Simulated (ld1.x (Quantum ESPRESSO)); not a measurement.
Hf, ultrasoft: configuration errors across variants

Hf, ultrasoft, made with ld1.x (Quantum ESPRESSO) 7.5 (PBE, scalar-relativistic). Core [Kr] 4d10 4f14, reference 5s2 5p6 5d2 6s1 6p0 (charge +1). Waves: 5s (bound): rcut 1.90, rcutus 2.05 bohr; 6s (bound): rcut 1.90, rcutus 2.05 bohr; 5p (bound): rcut 1.75, rcutus 1.90 bohr; 6p (bound, empty): rcut 1.75, rcutus 1.90 bohr; 5d (bound): rcut 2.40, rcutus 3.25 bohr; 5d channel at 0.05 Ry: rcut 2.40, rcutus 3.25 bohr. Local part: all-electron potential smoothed inside 2.15 bohr (lloc = -2). Core correction: none. Augmentation charge: PSQ, inside the norm-conserving radii.

All-electron excitation energies from the reference (eV): (1) 5s2 5p6 5d2 6s2 6p0 -7.976; (2) 5s2 5p6 5d2 6s0 6p0 14.180; (3) 5s2 5p6 5d1 6s0 6p0 35.974.

The overlap operator is not positive definite (basis up to 400 Ry) in “local potential all-electron potential smoothed inside 1.45 bohr (lloc = -2)”, “local potential all-electron potential smoothed inside 1.60 bohr (lloc = -2)”. Such files are unfit for use, however small their errors in these radial tests.

3 further variants failed, have other tests or too few solved ones, and are left out.

The file “type TM; waves now 5s (bound): rc 2.05 bohr; 5p (bound): rc 1.90 bohr; 5d (bound): rc 3.25 bohr; local potential all-electron potential smoothed inside 2.55 bohr (lloc = -1)” misses its own reference levels by 0.3 eV.

Errors AE − PS in meV (a dash: test not solved or not reliable):

```tsv
change	(1)	(2)	(3)	bound ghosts
base	+3.5	+3.4	+42	none
local potential all-electron potential smoothed inside 1.45 bohr (lloc = -2)	–	–	–	not determined (overlap not positive)
local potential all-electron potential smoothed inside 1.60 bohr (lloc = -2)	-45	-117	-610	not determined (overlap not positive)
type TM; waves now 5s (bound): rc 2.05 bohr; 5p (bound): rc 1.90 bohr; 5d (bound): rc 3.25 bohr; local potential all-electron potential smoothed inside 2.55 bohr (lloc = -1)	+255	-424	-587	none
all radii scaled by about 1.11 (s 2.28, p 2.12, d 3.62 bohr, rcut 2.12/1.96/2.68); local potential all-electron potential smoothed inside 2.40 bohr (lloc = -2)	–	–	–	none
```

Task: Give the same row for: waves 5d (bound): rcut 2.40, rcutus 4.10 bohr; 5d channel at 0.05 Ry: rcut 2.40, rcutus 4.10 bohr.

Result: +3.9, -0.1, -18; bound ghosts: none.
